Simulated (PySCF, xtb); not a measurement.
Cd(OMe)(SeH) (CH4CdOSe), SMILES C[O][Cd][SeH]. Other conformers were not sampled.

Harmonic wavenumbers (cm⁻¹) from GFN2-xTB (xtb 6.7.1) at its own minimum, in rising order: 49, 54, 143, 156, 170, 207, 327, 487, 1056, 1140, 1140, 1412, 1480, 1482, 2025, 2837, 2853, 2908.

**Question.** What does PySCF 2.14.0 with B3LYP-D3(BJ)/def2-SVP give at its own minimum? (An estimate is asked for; the answer gives what the named calculation found.)

**Answer.** 65, 74, 77, 138, 204, 242, 523, 590, 1120, 1169, 1184, 1469, 1470, 1481, 2397, 2934, 2983, 3025. Paired by order, the mean absolute difference is 78 cm⁻¹ and the zero-point energies are 28.5 and 30.2 kcal/mol.
